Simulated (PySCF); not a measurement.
# Two-component Hartree-Fock for Pr⁺ (praseodymium, charge +1)

Start: [Xe] 4f3 6s1; 4f5/2 filled at m_j = +1/2, +3/2, +5/2; 6s1/2 filled at m_j = -1/2. Calculated with PySCF 2.14 in x2c-QZVPPall-2c: generalised Hartree-Fock with the X2C-1e Hamiltonian and a Gaussian nucleus; one run each with spin-orbit coupling (SO) switched off, then screened by Boettger's factors.

```tsv
spinor shell	electrons	ε, spin-free (eV)	ε, screened SO (eV)	weight of nominal j (screened SO)	rms radius, screened SO (bohr)
1s1/2	2	-42199.0	-42193.0	1.000	0.0275
2s1/2	2	-6904.8	-6902.9	1.000	0.111
2p1/2	2	-6172.2	-6510.0	1.000	0.0958
2p3/2	4	-6172.2	-6023.9	1.000	0.102
3s1/2	2	-1540.6	-1539.9	1.000	0.290
3p1/2	2	-1303.3	-1371.9	1.000	0.282
3d3/2	4	-970.09	-982.75	0.999	0.266
3d5/2	6	-970.09	-960.94	0.999	0.269
4s1/2	2	-330.60	-330.37	1.000	0.661
4p1/2	2	-250.35	-266.11	0.988	0.685
4p3/2	4	-250.35	-243.15	0.994	0.711
4d3/2	4	-132.41	-137.40	0.831	0.783
4d5/2	6	-132.41	-128.85	0.888	0.788
5s1/2	2	-54.390	-54.345	1.000	1.63
5p1/2	2	-32.566	-35.134	0.930	1.83
5p3/2	4	-32.566	-31.394	0.965	1.93
4f5/2	3	-16.531	-16.554	0.792	1.21
6s1/2	1	-9.919	-9.919	1.000	4.55
```

(1) Where does 3p3/2 lie, and what is the 3p spin-orbit splitting (screened SO)?

```tsv
quantity	spin-free	screened SO
E (hartree)	-9230.99517	-9235.32732
M_J	4	4
⟨J²⟩	24.007	23.163
⟨L²⟩	42.006	41.807
⟨S²⟩	6.001	5.960
```

The determinant has a definite M_J but mixes levels of different J.

Each row is a mean over spinors that exchange with the open shell spreads, by up to 9.387 eV (4d3/2).

Rows whose weight is well below 1 are mixtures of j = l ± 1/2: exchange outweighs spin-orbit coupling there, and the label is only the starting occupation.

Breit and QED terms are absent; they matter most for the inner s and p1/2 levels.

Densities and radii are taken from the X2C orbitals without a picture-change correction, which distorts them close to the nucleus.

Without spin-orbit coupling the j labels of p, d and f shells carry no meaning; the spin-free column gives the mean over the occupied spinors of each nl shell, and its ⟨J²⟩ belongs to a mixture of degenerate components.

Results:

(1) At -1272.7 eV, 99.195 eV above 3p1/2.
